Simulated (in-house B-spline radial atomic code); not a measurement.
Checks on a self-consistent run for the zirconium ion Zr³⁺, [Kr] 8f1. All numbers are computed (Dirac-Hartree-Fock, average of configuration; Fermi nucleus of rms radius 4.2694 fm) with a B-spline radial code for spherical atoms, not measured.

| orbital | q | ε (Eh) | <1/r> | <r²> | small-component weight |
| --- | --- | --- | --- | --- | --- |
| 1s1/2 | 2 | -667.03292 | 41.2597 | 0.00185168 | 0.021218 |
| 2s1/2 | 2 | -96.36199 | 9.36831 | 0.0309711 | 0.0043335 |
| 2p1/2 | 2 | -88.01799 | 9.30675 | 0.0236252 | 0.0043045 |
| 2p3/2 | 4 | -84.84086 | 8.9093 | 0.024995 | 0.0041775 |
| 3s1/2 | 2 | -18.19839 | 3.17835 | 0.237356 | 0.0011308 |
| 3p1/2 | 2 | -15.03564 | 3.06606 | 0.238495 | 0.0010726 |
| 3p3/2 | 4 | -14.50919 | 2.9738 | 0.248777 | 0.0010407 |
| 3d3/2 | 4 | -8.95083 | 2.75634 | 0.242828 | 0.00091588 |
| 3d5/2 | 6 | -8.85557 | 2.73199 | 0.246407 | 0.00090611 |
| 4s1/2 | 2 | -3.94012 | 1.11768 | 1.61762 | 0.00022967 |
| 4p1/2 | 2 | -2.94543 | 1.01284 | 1.93577 | 0.00019559 |
| 4p3/2 | 4 | -2.87134 | 0.989989 | 2.00809 | 0.00018968 |
| 8f5/2 | 0.42857 | -0.12945 | 0.0690218 | 526.504 | 4.1691e-06 |
| 8f7/2 | 0.57143 | -0.12947 | 0.0690254 | 526.344 | 4.1698e-06 |

Electron-electron repulsion V_ee = 1313.5373 hartree.

(1) What total energy follows from the eigenvalues?

(2) Does the Dirac virial theorem hold?

(3) What diamagnetic shielding (Lamb formula) and susceptibility (Langevin formula) do the radii give?

Answers

(1) The eigenvalues count the repulsion twice, so E = Σqε - V_ee = -2281.017 - 1313.537 = -3594.554 hartree; the run printed -3594.554.

(2) For a point nucleus E = -2c²Σq·w, with w the small-component weight. Here Σq·w = 0.095705 and c = 137.0360, so the ratio E/(-2c²Σq·w) is 1.000022; the finite nucleus accounts for the departure from 1.

(3) σ = (α²/3)Σq<1/r> = 215.598/(3·137.036²) = 3827 ppm, and χ = -0.79199×10⁻⁶·Σq<r²> = -432.6×10⁻⁶ cm³/mol with Σq<r²> = 546.16 bohr². Both are non-relativistic formulas without the paramagnetism of open shells.
